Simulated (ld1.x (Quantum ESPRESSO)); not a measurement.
**Logarithmic derivatives: La (Z = 57), PAW**

* Element: La
* Generator: ld1.x (Quantum ESPRESSO) 7.5
* Type: PAW
* Functional: PBE
* Relativity: fully relativistic
* Frozen core: [Kr] 4d10
* Valence charge: 11
* Reference configuration: 4f0 5s2 5p6 5d1 6s1.5 6p0 (charge +0.5)
* Partial waves: 5s (bound): rcut 2.00, rcutus 2.25 bohr; 6s (bound): rcut 2.00, rcutus 2.25 bohr; 5p (bound): rcut 3.30, rcutus 3.50 bohr; 6p (bound, empty): rcut 3.30, rcutus 3.50 bohr; 5d (bound): rcut 2.35, rcutus 3.05 bohr; 5d channel at 3.2 Ry: rcut 2.35, rcutus 3.05 bohr; 4f (bound, empty): rcut 1.00, rcutus 1.15 bohr; 4f channel at 0.3 Ry: rcut 1.00, rcutus 1.15 bohr
* Local potential: all-electron potential smoothed inside 0.90 bohr (lloc = -2)
* Core correction: Bessel-smoothed model core inside 0.90 bohr
* Augmentation charge: PSQ, inside the norm-conserving radii

Open shells are filled in proportion to 2j + 1 (rel_dist='average').

The phase is arctan(r·u′/u) with u = r·R(r), unwrapped; energies in Ry, scanned from -5 to 5 Ry. A pole is an energy at which the radial function vanishes at the test radius. The pseudo phase is shifted by a multiple of π to meet the all-electron one at the reference energy, and phase errors are pseudo minus all-electron; the curves can meet again beyond the range given. Levels narrower than the energy grid can be missing from the lists of poles.

Question: For each channel, where are the poles, and over which energies does the pseudopotential scatter like the atom?

Answer:

```tsv
channel	radius (bohr)	reference energy (Ry)	poles, all-electron	poles, pseudo	unbroken range about the reference energy with phases within 0.05 rad	phase error 1 Ry above the reference energy (rad)
s	3.81	-0.44	-3.05, 0.78	-3.05, 0.78	below 2.4	-0.001
p1/2	3.81	-0.25	-1.94, 1.46	-1.94, 4.46	-2.0 to -0.1	+0.781
p3/2	3.81	-0.24	-1.75, 1.62	-1.75, 4.47	-1.8 to -0.1	+0.743
d3/2	3.81	-0.43	-0.13, 3.03	-0.14, 3.03, 4.91	below 1.0	-0.010
d5/2	3.81	-0.41	-0.10, 3.08	-0.11, 3.08, 4.83	below 1.0	-0.010
f5/2	3.81	-0.53	-0.52, 1.76	-0.52, 1.76	the whole range	+0.000
f7/2	3.81	-0.51	-0.50, 1.77	-0.50, 1.77	the whole range	+0.000
```

The ghost test of this file was not conclusive.

Phases in the s channel:

```tsv
E (Ry)	all-electron	pseudo
-5.00	1.442	1.442
-4.74	1.438	1.438
-4.48	1.433	1.433
-4.22	1.427	1.427
-3.96	1.421	1.421
-3.70	1.413	1.413
-3.44	1.402	1.402
-3.18	1.371	1.371
-2.92	-1.727	-1.727
-2.66	-1.753	-1.753
-2.40	-1.771	-1.771
-2.14	-1.791	-1.791
-1.88	-1.816	-1.816
-1.62	-1.850	-1.850
-1.36	-1.901	-1.901
-1.10	-1.986	-1.986
-0.84	-2.159	-2.159
-0.58	-2.642	-2.642
-0.32	-3.762	-3.762
-0.06	-4.340	-4.340
0.20	-4.540	-4.540
0.46	-4.638	-4.639
0.72	-4.700	-4.701
0.98	-4.747	-4.748
1.24	-4.788	-4.790
1.50	-4.830	-4.833
1.76	-4.879	-4.884
2.02	-4.946	-4.958
2.28	-5.058	-5.087
2.54	-5.303	-5.403
2.80	-6.051	-6.404
3.06	-7.103	-7.280
3.32	-7.474	-7.548
3.58	-7.618	-7.662
3.84	-7.694	-7.725
4.10	-7.741	-7.767
4.36	-7.774	-7.797
4.62	-7.800	-7.822
4.88	-7.820	-7.843
```
